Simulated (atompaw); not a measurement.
Reading a pseudo-wave (S)

Columns: radius, all-electron u(r) and pseudo u(r) of the 3p shell (level -7.56 eV) of sulfur in the configuration [Ne] 3s1 3p5; PBE, scalar-relativistic, PAW (atompaw) scheme, atompaw 4.2.0.5.

| r (bohr) | all-electron | pseudo |
| --- | --- | --- |
| 0.065 | -0.0909 | 0.0036 |
| 0.131 | -0.2238 | 0.0147 |
| 0.196 | -0.3090 | 0.0325 |
| 0.262 | -0.3363 | 0.0574 |
| 0.327 | -0.3138 | 0.0879 |
| 0.392 | -0.2563 | 0.1237 |
| 0.458 | -0.1751 | 0.1648 |
| 0.523 | -0.0828 | 0.2090 |
| 0.588 | 0.0143 | 0.2559 |
| 0.654 | 0.1123 | 0.3054 |
| 0.719 | 0.2047 | 0.3550 |
| 0.785 | 0.2920 | 0.4051 |
| 0.850 | 0.3703 | 0.4533 |
| 0.915 | 0.4404 | 0.4995 |
| 0.981 | 0.5032 | 0.5435 |
| 1.046 | 0.5569 | 0.5834 |
| 1.112 | 0.6034 | 0.6197 |
| 1.177 | 0.6415 | 0.6510 |
| 1.242 | 0.6724 | 0.6775 |
| 1.308 | 0.6970 | 0.6994 |
| 1.373 | 0.7151 | 0.7161 |
| 1.438 | 0.7276 | 0.7280 |
| 1.504 | 0.7354 | 0.7355 |
| 1.569 | 0.7386 | 0.7386 |
| 1.635 | 0.7380 | 0.7380 |
| 1.700 | 0.7341 | 0.7341 |

**Question.** How many radial nodes do the two functions have?

**Answer.** The all-electron 3p function has n − l − 1 = 1; the pseudo-wave has 0, since the states of the same l below it are removed with the core.

**Question.** Where does each function peak?

**Answer.** Outermost all-electron maximum near 1.57 bohr, pseudo maximum near 1.57 bohr (to the table’s step).

**Question.** Is the pseudo-wave norm-conserving?

**Answer.** No, it belongs to a PAW set: the norm inside the radius is not constrained, and the difference is carried by the augmentation charge.
